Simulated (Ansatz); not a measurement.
The same path of Cl3H2InO (7 atoms, charge 0, multiplicity 1) was run 3 times with different band settings. Lost on the way: H5–O6. Made: Cl2–H5.

Computed with RHF/def2-SVP (Ansatz).

Relaxed end points:

```xyz
7
Properties=species:S:1:pos:R:3
In -0.877 -0.490 -0.104
Cl 0.254 -2.535 0.162
Cl -1.834 0.007 -2.181
Cl -1.715 0.600 1.804
H 1.912 0.241 -0.087
O 1.088 0.715 -0.088
H 1.171 1.462 0.495
```

```xyz
7
Properties=species:S:1:pos:R:3
In -0.839 0.228 -0.095
Cl 0.882 -2.066 0.095
Cl -1.939 -0.077 -2.130
Cl -2.074 0.311 1.889
H 1.639 -1.017 0.075
O 1.046 0.881 -0.074
H 1.283 1.739 0.241
```

Common settings: movable images 7; climbing image yes; start path through a guess of the saddle point; force threshold 0.03 eV/Å; iteration limit 60; end points relaxed.

| run | spring | optimiser |
| --- | --- | --- |
| 1 | 5.0 eV/Å² | quadratic models (default) |
| 2 | 5.0 eV/Å² | lbfgs |
| 3 | 0.1 eV/Å² | quadratic models (default) |

**Question.** What does each run give, and how far can it be trusted?

**Answer.** Run 1: converged after 10 iterations, highest image 1.779 eV above the first end. A vibrational analysis at the climbing image gives one clearly imaginary mode, 524i cm⁻¹: a first-order saddle point.
Run 2: converged after 51 iterations, highest image 1.780 eV above the first end. Another band between the same ends (7 images) ends at a top of the same energy, where a vibrational analysis finds 1 clearly imaginary mode.
Run 3: converged after 10 iterations, highest image 1.779 eV above the first end. Another band between the same ends (7 images) ends at a top of the same energy, where a vibrational analysis finds 1 clearly imaginary mode.
The orbitals stay closed-shell, which can raise the energy where a bond breaks towards radicals; this wasn't checked here.
